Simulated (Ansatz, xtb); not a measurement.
Relative energy of two isomers of C6H10Cl+

Structure I is `C/C=C(\Cl)[C+](C)C`, a singlet and structure II is `ClC[C+]1CCCC1`, a singlet. Both are isolated ions in the gas phase, relaxed with B3LYP-D3(BJ)/def2-SVP; the shapes shown needn't be the lowest conformers.

I (Å):

```xyz
17

C    -3.0304   -0.9739    0.3211
C    -2.0314   -0.2480   -0.4664
C    -0.6558   -0.3396   -0.3572
C     0.2283    0.4138   -1.1740
C    -0.2193    1.3632   -2.2180
C     1.6864    0.2625   -0.9953
Cl    0.0333   -1.4169    0.8246
H    -3.7145   -0.2422    0.7939
H    -3.6837   -1.5417   -0.3710
H    -2.6042   -1.6431    1.0758
H    -2.4197    0.4397   -1.2226
H    -1.2988    1.4745   -2.3513
H     0.2372    1.0591   -3.1783
H     0.2249    2.3517   -1.9980
H     1.9657   -0.8000   -1.1271
H     1.9549    0.4803    0.0556
H     2.2684    0.8947   -1.6754
```

II (Å):

```xyz
17

C    -2.0497    0.7416   -0.7824
C    -0.8162    0.0484   -1.2091
C    -0.7054   -1.3966   -1.4060
C     0.8052   -1.6970   -1.4135
C     1.4035   -0.4086   -2.0071
C     0.4771    0.6999   -1.4634
Cl   -1.7895    0.5451    1.0050
H    -2.9763    0.2241   -1.0620
H    -2.0828    1.8108   -1.0231
H    -1.3775   -2.0096   -0.7867
H    -1.1040   -1.4856   -2.4526
H     1.0519   -2.6004   -1.9855
H     1.1449   -1.8522   -0.3767
H     2.4533   -0.2471   -1.7319
H     1.3484   -0.4243   -3.1075
H     0.8105    1.0395   -0.4558
H     0.3804    1.6341   -2.0449
```

Question: Estimate which is lower in electronic energy at CCSD(T)/def2-SVP + ΔMP2/def2-TZVPP, and by roughly how much.

Answer: Too close to call at this level: CCSD(T)/def2-SVP + ΔMP2/def2-TZVPP gives E(II) − E(I) = +1.46 kcal/mol.

The same difference at several levels:

```json
{"level": "B3LYP-D3(BJ)/def2-SVP", "geometry": "B3LYP-D3(BJ)/def2-SVP", "E(II) − E(I) (kcal/mol)": "+6.62", "departure from the last row (kcal/mol)": "+5.16", "job, with rough time for the two": "optimisation, 64 s"}
{"level": "HF/def2-SVP", "geometry": "B3LYP-D3(BJ)/def2-SVP", "E(II) − E(I) (kcal/mol)": "+2.75", "departure from the last row (kcal/mol)": "+1.29", "job, with rough time for the two": "part of the CCSD(T) run"}
{"level": "MP2/def2-SVP", "geometry": "B3LYP-D3(BJ)/def2-SVP", "E(II) − E(I) (kcal/mol)": "+2.75", "departure from the last row (kcal/mol)": "+1.29", "job, with rough time for the two": "part of the CCSD(T) run"}
{"level": "CCSD(T)/def2-SVP", "geometry": "B3LYP-D3(BJ)/def2-SVP", "E(II) − E(I) (kcal/mol)": "+2.62", "departure from the last row (kcal/mol)": "+1.16", "job, with rough time for the two": "single point"}
{"level": "CCSD(T)/def2-SVP + ΔMP2/def2-TZVPP", "geometry": "B3LYP-D3(BJ)/def2-SVP", "E(II) − E(I) (kcal/mol)": "+1.46", "departure from the last row (kcal/mol)": "", "job, with rough time for the two": "single point, 95 s"}
```

As drawn, II has 2 C–C in place of 1 C=C. Structure I has no ring, II a 5-membered ring.

The largest departure from CCSD(T)/def2-SVP + ΔMP2/def2-TZVPP is that of B3LYP-D3(BJ)/def2-SVP, 5.16 kcal/mol. Levels run at GFN2-xTB geometries aren't shown. The last row adds to CCSD(T) the change of the MP2 difference between the two basis sets, here −1.16 kcal/mol.

With thermal terms from frequencies at re-optimised GFN2-xTB minima (ideal gas, soft modes damped towards free rotors, one conformer each, 298.15 K, 1 atm): on the last row, ΔE + ΔZPE = +5.01, ΔH = +3.70, ΔG = +6.51 kcal/mol.

The correlated steps freeze 11 core orbitals. Codes used: Ansatz 0.2.0, xtb 6.7.1; the last row on 4 threads of Arm Neoverse V2 on a shared host.
